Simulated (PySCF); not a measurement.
# PySCF run on NaGe⁺

Input:

```python
from pyscf import gto, scf
from pyscf.hessian import thermo

mol = gto.M(
    atom='Na 0 0 0; Ge 0 0 2.551',
    basis='6-31g',
    charge=1,
    spin=0,
    verbose=4,
)
mf = scf.RHF(mol)
mf = mf.density_fit(auxbasis='def2-universal-jkfit')
mf.kernel()
hess = mf.Hessian().kernel()
print('wavenumber (cm^-1) =', thermo.harmonic_analysis(mol, hess)['freq_wavenumber'].round(1))
mf.dip_moment()
print('orbital energies (hartree):', mf.mo_energy[..., max(0, mol.nelec[1]-3):mol.nelec[0]+3].round(4))
```

```bash
$ python input.py
```

Output (some set-up lines and the per-cycle HOMO/LUMO lines with their warnings removed):

```
PySCF version 2.14.0

[INPUT] Symbol           X                Y                Z      unit          X                Y                Z       unit  Magmom
[INPUT]  1 Na     0.000000000000   0.000000000000   0.000000000000 AA    0.000000000000   0.000000000000   0.000000000000 Bohr   0.0
[INPUT]  2 Ge     0.000000000000   0.000000000000   2.551000000000 AA    0.000000000000   0.000000000000   4.820691343765 Bohr   0.0

nuclear repulsion = 73.0185724201646
number of shells = 18
number of NR pGTOs = 136
number of NR cGTOs = 40
basis = 6-31g
ecp = {}

******** <class 'pyscf.df.df_jk.DFRHF'> ********
method = DFRHF
initial guess = minao
damping factor = 0
level_shift factor = 0
DIIS = <class 'pyscf.scf.diis.CDIIS'>
SCF conv_tol = 1e-09
SCF max_cycles = 50
Initial guess from minao.
******** <class 'pyscf.df.df.DF'> ********
auxbasis = def2-universal-jkfit
init E= -2236.01894960365
cycle= 1 E= -2236.53440286235  delta_E= -0.515  |g|= 0.224  |ddm|= 1.28
cycle= 2 E= -2236.60054096954  delta_E= -0.0661  |g|= 0.0605  |ddm|= 0.859
cycle= 3 E= -2236.60414894484  delta_E= -0.00361  |g|= 0.0272  |ddm|= 0.246
cycle= 4 E= -2236.60457913938  delta_E= -0.00043  |g|= 0.00946  |ddm|= 0.0609
cycle= 5 E= -2236.60471075791  delta_E= -0.000132  |g|= 0.00136  |ddm|= 0.0547
cycle= 6 E= -2236.60471438747  delta_E= -3.63e-06  |g|= 0.000273  |ddm|= 0.00867
cycle= 7 E= -2236.60471450256  delta_E= -1.15e-07  |g|= 3.94e-05  |ddm|= 0.00197
cycle= 8 E= -2236.60471450469  delta_E= -2.13e-09  |g|= 3.95e-06  |ddm|= 0.000286
cycle= 9 E= -2236.60471450471  delta_E= -2.23e-11  |g|= 5.27e-07  |ddm|= 3.84e-05
Extra cycle  E= -2236.60471450471  delta_E= -1.36e-12  |g|= 1.79e-07  |ddm|= 3.08e-06
converged SCF energy = -2236.60471450471
wavenumber (cm^-1) = [361.1]

WARN: System has nonzero charge 1; the dipole moment is origin-dependent.
Location of origin: [0. 0. 0.]

Dipole moment(X, Y, Z, Debye):  0.00000, -0.00000,  2.45414
orbital energies (hartree): [-1.7267 -0.7619 -0.4391 -0.1849 -0.1849 -0.133 ]
```

In short: E(SCF) = -2236.604715 Eh, 9 cycles, wavenumbers 361 cm⁻¹.

Wall time 5.5 s on one thread of a shared host.

At this level a UHF run with spin=2 ends 1.06 eV lower; the true order of the states can differ. Stability towards an unrestricted solution was not tested. The bond length is a typed value, not an optimised one, so the wavenumber is not that of the minimum. The dipole of an ion depends on the origin.
